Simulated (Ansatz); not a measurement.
## Nudged elastic band run: C2H7B2Cl

Input:

```yaml
crystal:
  periodic: [false, false, false]
  atoms:
    - { symbol: B, position_ang: [-0.79537, 1.821243, 0.494487] }
    - { symbol: B, position_ang: [-0.683086, 0.24116, 0.923162] }
    - { symbol: C, position_ang: [0.084623, -0.965556, 0.254602] }
    - { symbol: C, position_ang: [0.85228, -0.628671, -1.014222] }
    - { symbol: Cl, position_ang: [1.709743, -2.077986, -1.712584] }
    - { symbol: H, position_ang: [-0.036629, 2.666155, 0.916021] }
    - { symbol: H, position_ang: [-1.687667, 2.243322, -0.20767] }
    - { symbol: H, position_ang: [-1.298959, -0.051438, 1.934425] }
    - { symbol: H, position_ang: [-0.649607, -1.774914, 0.063927] }
    - { symbol: H, position_ang: [0.76449, -1.395317, 1.019122] }
    - { symbol: H, position_ang: [0.184521, -0.259306, -1.807925] }
    - { symbol: H, position_ang: [1.632461, 0.126008, -0.829445] }
basis:
  gaussian: { orbitals: "6-31G*" }
hamiltonian:
  xc: pbe
  dispersion: d4
neb:
  order_check: false
  images: 7
  f_tol: 0.03
  max_iterations: 60
  final_atoms:
    - { symbol: B, position_ang: [-0.77866409, 1.82639028, 0.50745489] }
    - { symbol: B, position_ang: [-0.69958064, 0.23795803, 0.91035393] }
    - { symbol: C, position_ang: [0.07781806, -0.96643601, 0.24942987] }
    - { symbol: C, position_ang: [0.84303333, -0.63266304, -1.02179868] }
    - { symbol: Cl, position_ang: [1.73756437, -2.07263649, -1.69201175] }
    - { symbol: H, position_ang: [-1.646351, 2.27436003, -0.20924211] }
    - { symbol: H, position_ang: [-0.02027755, 2.65274594, 0.96493852] }
    - { symbol: H, position_ang: [-1.3434303, -0.06315023, 1.90115617] }
    - { symbol: H, position_ang: [-0.63480241, -1.79689312, 0.07172448] }
    - { symbol: H, position_ang: [0.76714393, -1.36583758, 1.02309175] }
    - { symbol: H, position_ang: [0.17044083, -0.29300185, -1.82455019] }
    - { symbol: H, position_ang: [1.60390547, 0.14386405, -0.84664687] }
  initial_path:
    images:
      - { positions_ang: [[-0.79537, 1.821243, 0.494487], [-0.683086, 0.24116, 0.923162], [0.084623, -0.965556, 0.254602], [0.85228, -0.628671, -1.014222], [1.709743, -2.077986, -1.712584], [-0.036629, 2.666155, 0.916021], [-1.687667, 2.243322, -0.20767], [-1.298959, -0.051438, 1.934425], [-0.649607, -1.774914, 0.063927], [0.76449, -1.395317, 1.019122], [0.184521, -0.259306, -1.807925], [1.632461, 0.126008, -0.829445]] }
      - { positions_ang: [[-0.73872741, 1.81020002, 0.55987665], [-0.76697529, 0.23661116, 0.82962456], [0.08194346, -0.94277066, 0.25688076], [0.84341211, -0.64617641, -1.03477657], [1.77290239, -2.0544401, -1.63121211], [-0.16197841, 2.64623174, 0.66810345], [-1.33874007, 2.22523324, 0.31510102], [-1.49917095, -0.06141074, 1.62335192], [-0.57854825, -1.79796174, 0.14453666], [0.79465296, -1.24750387, 1.03730422], [0.127828, -0.38995285, -1.82417223], [1.54020145, 0.16664022, -0.91071833]] }
      - { positions_ang: [[-0.68208482, 1.79915704, 0.6252663], [-0.85086459, 0.23206232, 0.73608712], [0.07926392, -0.91998532, 0.25915952], [0.83454423, -0.66368182, -1.05533115], [1.83606178, -2.0308942, -1.54984021], [-0.28732781, 2.62630849, 0.42018589], [-0.98981315, 2.20714448, 0.83787205], [-1.6993829, -0.07138349, 1.31227884], [-0.50748949, -1.82100948, 0.22514633], [0.82481592, -1.09969075, 1.05548644], [0.071135, -0.52059971, -1.84041946], [1.44794189, 0.20727244, -0.99199166]] }
      - { positions_ang: [[-0.62544223, 1.78811405, 0.69065595], [-0.93475388, 0.22751348, 0.64254967], [0.07658438, -0.89719998, 0.26143827], [0.82567634, -0.68118723, -1.07588572], [1.89922117, -2.0073483, -1.46846832], [-0.41267722, 2.60638523, 0.17226834], [-0.64088622, 2.18905572, 1.36064307], [-1.89959484, -0.08135623, 1.00120575], [-0.43643074, -1.84405722, 0.30575599], [0.85497889, -0.95187762, 1.07366866], [0.01444201, -0.65124656, -1.85666668], [1.35568234, 0.24790466, -1.07326499]] }
      - { positions_ang: [[-0.56879964, 1.77707107, 0.7560456], [-1.01864317, 0.22296465, 0.54901223], [0.07390484, -0.87441464, 0.26371703], [0.81680845, -0.69869265, -1.0964403], [1.96238056, -1.9838024, -1.38709642], [-0.53802662, 2.58646198, -0.07564922], [-0.2919593, 2.17096696, 1.8834141], [-2.09980679, -0.09132898, 0.69013267], [-0.36537198, -1.86710497, 0.38636565], [0.88514185, -0.80406449, 1.09185088], [-0.04225099, -0.78189342, -1.87291391], [1.26342279, 0.28853688, -1.15453833]] }
      - { positions_ang: [[-0.62126575, 1.78940087, 0.69389793], [-0.93887754, 0.22671299, 0.63934766], [0.07488315, -0.89741998, 0.26014524], [0.82336467, -0.68218524, -1.07777989], [1.90617651, -2.00601092, -1.46332526], [-0.81510772, 2.50843649, -0.10904744], [-0.22403886, 2.2914117, 1.6537952], [-1.91071267, -0.08428429, 0.99288855], [-0.43272959, -1.84955201, 0.30770536], [0.85564237, -0.94450777, 1.0746611], [0.01092196, -0.65967053, -1.86082298], [1.34854346, 0.25236867, -1.07756546]] }
      - { positions_ang: [[-0.67373186, 1.80173068, 0.63175025], [-0.85911191, 0.23046134, 0.72968308], [0.07586145, -0.92042532, 0.25657345], [0.82992089, -0.66567784, -1.05911949], [1.84997246, -2.02821945, -1.53955409], [-1.09218881, 2.430411, -0.14244567], [-0.15611842, 2.41185645, 1.42417631], [-1.72161855, -0.0772396, 1.29564442], [-0.5000872, -1.83199905, 0.22904506], [0.82614289, -1.08495104, 1.05747132], [0.06409492, -0.53744763, -1.84873205], [1.43366413, 0.21620046, -1.0005926]] }
      - { positions_ang: [[-0.72619798, 1.81406048, 0.56960257], [-0.77934627, 0.23420968, 0.82001851], [0.07683975, -0.94343067, 0.25300166], [0.83647711, -0.64917044, -1.04045908], [1.79376842, -2.05042797, -1.61578292], [-1.36926991, 2.35238552, -0.17584389], [-0.08819799, 2.5323012, 1.19455741], [-1.53252442, -0.07019492, 1.59840029], [-0.5674448, -1.81444608, 0.15038477], [0.79664341, -1.22539431, 1.04028153], [0.11726787, -0.41522474, -1.83664112], [1.5187848, 0.18003225, -0.92361973]] }
      - { positions_ang: [[-0.77866409, 1.82639028, 0.50745489], [-0.69958064, 0.23795803, 0.91035393], [0.07781806, -0.96643601, 0.24942987], [0.84303333, -0.63266304, -1.02179868], [1.73756437, -2.07263649, -1.69201175], [-1.646351, 2.27436003, -0.20924211], [-0.02027755, 2.65274594, 0.96493852], [-1.3434303, -0.06315023, 1.90115617], [-0.63480241, -1.79689312, 0.07172448], [0.76714393, -1.36583758, 1.02309175], [0.17044083, -0.29300185, -1.82455019], [1.60390547, 0.14386405, -0.84664687]] }
```

Run as:

```bash
$ ansatz run input.yaml --threads 2 --pin off --max-ram 3072MiB --backend cpu --events-out ev --progress --plain --runs-dir out
```

Output, in part (warnings, iteration lines, the closing report on the highest movable image, with atoms numbered from 0):

```
NEB end point (image 0): max|allowed force component| = 7.134e-3 eV/Å (the criterion of neb.relax_end_points is 1.000e-2)
NEB end point (image 8): max|allowed force component| = 3.734e-3 eV/Å (the criterion of neb.relax_end_points is 1.000e-2)
NEB iter   1: max|band force component| = 8.489e1 eV/Å  barrier→ = 23.8931 eV  barrier← = 23.8929 eV  Δτ_max = 0.2000 Å  (258 SCF iters)
NEB iter   2: max|band force component| = 2.938e1 eV/Å  barrier→ = 9.0596 eV  barrier← = 9.0594 eV  Δτ_max = 0.2000 Å  (207 SCF iters)
NEB iter   3: max|band force component| = 1.722e1 eV/Å  barrier→ = 4.4298 eV  barrier← = 4.4295 eV  Δτ_max = 0.1993 Å  (204 SCF iters)
NEB iter   4: max|band force component| = 8.040e0 eV/Å  barrier→ = 1.6849 eV  barrier← = 1.6847 eV  Δτ_max = 0.1990 Å  (202 SCF iters)
NEB iter   5: max|band force component| = 4.371e0 eV/Å  barrier→ = 0.8424 eV  barrier← = 0.8422 eV  Δτ_max = 0.2000 Å  (199 SCF iters)
NEB iter   6: max|band force component| = 1.596e0 eV/Å  barrier→ = 0.7052 eV  barrier← = 0.7050 eV  Δτ_max = 0.1980 Å  (200 SCF iters)
NEB iter   7: max|band force component| = 1.075e0 eV/Å  barrier→ = 0.6426 eV  barrier← = 0.6424 eV  Δτ_max = 0.2000 Å  (195 SCF iters)
NEB iter   8: max|band force component| = 5.721e-1 eV/Å  barrier→ = 0.6583 eV  barrier← = 0.6581 eV  Δτ_max = 0.1793 Å  (193 SCF iters)
NEB iter   9: max|band force component| = 5.271e-1 eV/Å  barrier→ = 0.6331 eV  barrier← = 0.6329 eV  Δτ_max = 0.1025 Å  (194 SCF iters)
NEB iter  10: max|band force component| = 4.675e-1 eV/Å  barrier→ = 0.6294 eV  barrier← = 0.6292 eV  CI = image 4  Δτ_max = 0.1037 Å  (198 SCF iters)
NEB iter  11: max|band force component| = 3.901e-1 eV/Å  barrier→ = 0.6433 eV  barrier← = 0.6431 eV  CI = image 4  Δτ_max = 0.0573 Å  (196 SCF iters)
NEB iter  12: max|band force component| = 2.524e-1 eV/Å  barrier→ = 0.6268 eV  barrier← = 0.6266 eV  CI = image 4  Δτ_max = 0.0636 Å  (199 SCF iters)
NEB iter  13: max|band force component| = 6.523e-2 eV/Å  barrier→ = 0.6262 eV  barrier← = 0.6260 eV  CI = image 4  Δτ_max = 0.0190 Å  (197 SCF iters)
NEB iter  14: max|band force component| = 4.067e-2 eV/Å  barrier→ = 0.6258 eV  barrier← = 0.6256 eV  CI = image 4  Δτ_max = 0.0349 Å  (205 SCF iters)
NEB iter  15: max|band force component| = 3.209e-2 eV/Å  barrier→ = 0.6251 eV  barrier← = 0.6249 eV  CI = image 4  Δτ_max = 0.0537 Å  (198 SCF iters)
NEB iter  16: max|band force component| = 4.027e-2 eV/Å  barrier→ = 0.6243 eV  barrier← = 0.6241 eV  CI = image 4  Δτ_max = 0.0268 Å  (197 SCF iters)
NEB iter  17: max|band force component| = 5.510e-2 eV/Å  barrier→ = 0.6236 eV  barrier← = 0.6234 eV  CI = image 4  Δτ_max = 0.0135 Å  (199 SCF iters)
NEB iter  18: max|band force component| = 8.084e-2 eV/Å  barrier→ = 0.6233 eV  barrier← = 0.6231 eV  CI = image 4  Δτ_max = 0.0067 Å  (204 SCF iters)
NEB iter  19: max|band force component| = 4.157e-2 eV/Å  barrier→ = 0.6232 eV  barrier← = 0.6230 eV  CI = image 4  Δτ_max = 0.0067 Å  (207 SCF iters)
NEB iter  20: max|band force component| = 5.524e-2 eV/Å  barrier→ = 0.6230 eV  barrier← = 0.6228 eV  CI = image 4  Δτ_max = 0.0033 Å  (208 SCF iters)
NEB iter  21: max|band force component| = 1.819e-2 eV/Å  barrier→ = 0.6230 eV  barrier← = 0.6228 eV  CI = image 4  Δτ_max = 0.0067 Å  (210 SCF iters)
NEB iter  22: max|band force component| = 1.706e-2 eV/Å  barrier→ = 0.6229 eV  barrier← = 0.6226 eV  CI = image 4  Δτ_max = 0.0000 Å  (353 SCF iters)
Total energy: -16050.38528411 eV, -589.8407798492 hartree
Atom 0 at    -0.667527     1.865863     0.616250 Å, force    -0.008668    -0.002645    -0.004884 eV/Å
Atom 1 at    -0.831568     0.141695     0.898890 Å, force     0.000380     0.006972     0.001651 eV/Å
Atom 2 at    -0.001502    -0.976365     0.180116 Å, force     0.016837    -0.000900     0.001015 eV/Å
Atom 3 at     0.794959    -0.600073    -1.058474 Å, force    -0.007740    -0.000419     0.004915 eV/Å
Atom 4 at     1.892862    -1.947630    -1.611597 Å, force     0.000938    -0.002520    -0.002191 eV/Å
Atom 5 at     0.057380     2.325977    -0.236749 Å, force     0.001648     0.001224     0.001510 eV/Å
Atom 6 at    -1.281358     2.677491     1.267194 Å, force     0.000791    -0.000942    -0.001265 eV/Å
Atom 7 at    -1.581375    -0.263277     1.760530 Å, force     0.000665     0.000026     0.002428 eV/Å
Atom 8 at    -0.587839    -1.900638     0.015278 Å, force    -0.004907     0.000106     0.000362 eV/Å
Atom 9 at     0.702355    -1.270821     1.000441 Å, force    -0.003477    -0.003550    -0.006385 eV/Å
Atom 10 at     0.137947    -0.378998    -1.913419 Å, force     0.001335     0.002679     0.000365 eV/Å
Atom 11 at     1.442464     0.271476    -0.884562 Å, force     0.002199    -0.000030     0.002478 eV/Å
Dipole moment:    -0.234116     0.206226     0.166787 e Å
```

The forces met the threshold. The band force fell under the threshold earlier too, but the program's further tests of the path sent the band on. A vibrational analysis at the climbing image gives one clearly imaginary mode, 471i cm⁻¹: a first-order saddle point.

Final band (atoms are numbered from 1 in the order of the input):

| image | path coordinate (Å) | energy (eV) | dihedral H7–B1–B2–C3 (°) |
| --- | --- | --- | --- |
| 0 | 0.00 | 0.00 | 92 |
| 1 | 0.61 | 0.03 | 107 |
| 2 | 1.23 | 0.20 | 131 |
| 3 | 1.84 | 0.47 | 157 |
| 4 | 2.46 | 0.62 | -175 |
| 5 | 3.15 | 0.43 | -144 |
| 6 | 3.84 | 0.13 | -115 |
| 7 | 4.52 | 0.01 | -93 |
| 8 | 5.21 | 0.00 | -91 |

Time of the run: 3 min on 2 threads of Intel(R) Xeon(R) Platinum 8488C (Sapphire Rapids) (shared host), peak memory 0.2 GiB.
